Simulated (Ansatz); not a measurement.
A nudged elastic band was laid between two geometries of BH4NO + H3N (11 atoms, charge 0, multiplicity 1).

Method: Ansatz, RHF/6-31G*.

| Item | Value |
| --- | --- |
| movable images | 7 |
| climbing image | yes |
| spring | 5.0 eV/Å² |
| optimiser | quadratic models (default) |
| start path | through a guess of the saddle point |
| force threshold | 0.03 eV/Å |
| iteration limit | 60 |
| end points | relaxed |

Image 0:

```xyz
11
Properties=species:S:1:pos:R:3
B 0.053 -0.601 -0.280
O -0.183 -0.599 1.068
H -1.093 -0.739 1.283
N 1.356 -0.377 -0.738
H 2.128 -0.252 -0.121
H 1.598 -0.382 -1.702
H -0.833 -0.783 -1.060
N -0.186 2.776 1.360
H 0.358 2.899 0.526
H 0.234 3.344 2.071
H -0.078 1.818 1.635
```

Image 8:

```xyz
11
Properties=species:S:1:pos:R:3
B 0.268 0.880 -0.740
O -0.499 -0.006 2.860
H -0.858 -0.845 2.605
N 1.383 0.037 -0.898
H 1.445 -0.627 -1.636
H 2.167 0.020 -0.284
H -0.632 0.802 -1.520
N 0.152 1.797 0.343
H 0.929 2.048 0.915
H -0.558 2.495 0.339
H -0.443 0.502 2.057
```

**Question.** Which bonds break or form, and what moves?

**Answer.** Bonds broken: B1–O2, N8–H11. Bonds formed: B1–N8, O2–H11. BH4NO + H3N becomes BH5N2 + H2O.

**Question.** What energy profile does the band end with?

**Answer.** The forces met the threshold. The highest image is number 5 of 0 to 8, 207.0 kJ/mol above the first end and 172.4 kJ/mol above the last; the last end lies 34.6 kJ/mol above the first. Neighbouring images differ by up to 1.6 eV, so the band resolves the path poorly. A vibrational analysis at the climbing image gives one clearly imaginary mode, 1785i cm⁻¹: a first-order saddle point. The orbitals stay closed-shell, which can raise the energy where a bond breaks towards radicals; this wasn't checked here.

```
image  path coordinate (Å)  energy (kJ/mol)  B1–O2 (Å)  N8–H11 (Å)  B1–N8 (Å)
    0                 0.00              0.0       1.37        1.00       3.76
    1                 0.90              0.5       1.37        1.00       3.39
    2                 1.81              3.0       1.37        1.00       3.02
    3                 2.71             19.5       1.38        1.00       2.49
    4                 3.61             50.3       1.43        1.00       1.81
    5                 4.52            207.0       1.62        1.34       1.58
    6                 5.78             78.6       2.61        2.10       1.43
    7                 7.05             36.9       3.37        2.31       1.42
    8                 8.33             34.6       3.79        2.23       1.42
```

**Question.** What is the geometry of the highest image?

**Answer.** 
```xyz
11
Properties=species:S:1:pos:R:3
B 0.153 0.482 0.026
O -0.233 -0.256 1.417
H -1.111 -0.617 1.408
N 1.534 0.072 -0.334
H 1.658 -0.921 -0.304
H 1.808 0.379 -1.248
H -0.781 0.354 -0.734
N 0.110 1.869 0.777
H 1.003 2.307 0.898
H -0.577 2.543 0.503
H -0.210 0.892 1.632
```

Time of the run: 3.3 min on 1 thread of Arm Neoverse V1 (shared host), peak memory 0.16 GiB.
